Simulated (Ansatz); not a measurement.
System: sum formula AlO$_{3}$H$_{3}$, charge 0, multiplicity 1. 
Geometry from a B3LYP-D3(BJ)/def2-TZVP (Ansatz, a first-principles code) optimisation:
```xyz
7

O     -1.1117     1.2600     0.2047
Al     0.0000     0.0000     0.0000
O      1.6347     0.3487    -0.2675
O     -0.5230    -1.6087     0.0629
H     -0.8620     2.1846     0.1770
H      2.2992    -0.3308    -0.3888
H     -1.4371    -1.8538     0.2117
```

Property: vertical ionisation energy (to the doublet state of charge +1; each state is the SCF solution reached for its spin; the molecule has degenerate orbitals, so one determinant may break the symmetry), in eV. Valence correlation only, unless marked. UHF or UKS for open shells. No spin-orbit coupling. Non-relativistic. CBS marks a two-point X^-3 extrapolation of the correlation energy; Hartree-Fock from the larger set. [CCSD(T)-MP2]/basis is that difference in the basis named.

RI-MP2/CBS(aug-cc-pV(T+d)Z,aug-cc-pV(Q+d)Z)+[CCSD(T)-MP2]/aug-cc-pV(T+d)Z (Ansatz) gives 12.28 eV.

**Question.** Another calculation gave 11.89 eV. Which level was it?
(A) B3LYP/def2-TZVPD (Ansatz)
(B) PBE/def2-TZVPD (Ansatz)
(C) r2SCAN/def2-TZVPD (Ansatz)
(D) B2PLYP/def2-TZVPD (Ansatz)

**Answer.** D, B2PLYP/def2-TZVPD (Ansatz). The others give 11.34 (B3LYP), 10.76 (PBE), 10.97 (r2SCAN) eV.
